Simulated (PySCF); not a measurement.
# Orbital picture of SeF

PBE at R = 1.783 Å; PySCF, no relativity, basis sets Se aug-pcseg-1, F aug-pcseg-1. State: ²Π (doublet), unpaired electrons π ↑. Only the outer orbitals are listed, counted within each symmetry.

```json
{"spin": "α", "orbital": "8σ", "occ.": "1", "ε (eV)": "-30.23", "on Se (%)": "2", "main shells (%)": "96 F s"}
{"spin": "α", "orbital": "9σ", "occ.": "1", "ε (eV)": "-17.80", "on Se (%)": "81", "main shells (%)": "80 Se s, 13 F p"}
{"spin": "α", "orbital": "10σ", "occ.": "1", "ε (eV)": "-12.00", "on Se (%)": "36", "main shells (%)": "64 F p, 20 Se p, 16 Se s"}
{"spin": "α", "orbital": "4π", "occ.": "1", "ε (eV)": "-11.13", "on Se (%)": "14", "main shells (%)": "85 F p, 14 Se p"}
{"spin": "α", "orbital": "4π", "occ.": "1", "ε (eV)": "-10.72", "on Se (%)": "10", "main shells (%)": "89 F p, 10 Se p"}
{"spin": "α", "orbital": "5π", "occ.": "1", "ε (eV)": "-7.24", "on Se (%)": "87", "main shells (%)": "87 Se p, 13 F p"}
{"spin": "α", "orbital": "5π", "occ.": "1", "ε (eV)": "-6.21", "on Se (%)": "91", "main shells (%)": "90 Se p, 9 F p"}
{"spin": "α", "orbital": "11σ", "occ.": "0", "ε (eV)": "-3.70", "on Se (%)": "89", "main shells (%)": "80 Se p, 17 F p"}
{"spin": "β", "orbital": "8σ", "occ.": "1", "ε (eV)": "-30.07", "on Se (%)": "2", "main shells (%)": "96 F s"}
{"spin": "β", "orbital": "9σ", "occ.": "1", "ε (eV)": "-17.14", "on Se (%)": "78", "main shells (%)": "77 Se s, 17 F p"}
{"spin": "β", "orbital": "10σ", "occ.": "1", "ε (eV)": "-11.75", "on Se (%)": "39", "main shells (%)": "62 F p, 20 Se s, 18 Se p"}
{"spin": "β", "orbital": "4π", "occ.": "1", "ε (eV)": "-10.67", "on Se (%)": "9", "main shells (%)": "90 F p, 8 Se p"}
{"spin": "β", "orbital": "4π", "occ.": "1", "ε (eV)": "-10.63", "on Se (%)": "9", "main shells (%)": "90 F p, 9 Se p"}
{"spin": "β", "orbital": "5π", "occ.": "1", "ε (eV)": "-5.90", "on Se (%)": "91", "main shells (%)": "91 Se p, 8 F p"}
{"spin": "β", "orbital": "5π", "occ.": "0", "ε (eV)": "-5.80", "on Se (%)": "91", "main shells (%)": "91 Se p, 8 F p"}
{"spin": "β", "orbital": "11σ", "occ.": "0", "ε (eV)": "-3.36", "on Se (%)": "88", "main shells (%)": "79 Se p, 16 F p"}
```

**Question.** Which are the highest filled and the lowest empty level, where do they sit, and how wide is the gap?

**Answer.** Highest filled β 5π at -5.90 eV (in %: 91 Se p, 8 F p); lowest empty β 5π at -5.80 eV (in %: 91 Se p, 8 F p); the gap at PBE is 0.10 eV. Both belong to one degenerate shell, split only by its one-sided filling, so this is no excitation gap.

* bond order (Mayer): 0.67
* ⟨S²⟩: 0.752
* charge on Se (Mulliken, basis-dependent): 0.50
* charge on Se (Löwdin, basis-dependent): 0.66
* dipole moment (positive dipole means Se(−)F(+)): -1.37 D
* polarisability along the bond: 32.4 bohr³
* polarisability across the bond: 27.6 bohr³

Spin–orbit coupling is left out. The state was picked by a PBE0 search and need not be the measured ground state.
